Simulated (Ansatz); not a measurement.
Ansatz results at the PBE0-D4/def2-TZVP geometry: HOMO energy (B3LYP/def2-TZVPP) -6.58 eV; LUMO energy (ωB97M-V/def2-TZVPP) 2.19 eV; LUMO energy (PBE0/def2-TZVPP) 0.41 eV.

Each molecule was computed in one conformer, which needn't be the lowest.

**Question.** Which molecule gave them?
A. `Cl[SiH]1C[Te]1`
B. `C/C=C\C[SiH3]`
C. `C=C=C1[SiH2]C1F`
D. `FB1CB1F`

**Answer.** B. The others give `FB1CB1F`: -7.14, 0.52, -1.62; `Cl[SiH]1C[Te]1`: -6.17, 0.45, -1.42; `C=C=C1[SiH2]C1F`: -6.92, 1.04, -0.98.

B3LYP here is the variant with VWN-RPA as its local correlation; programs differ in this.
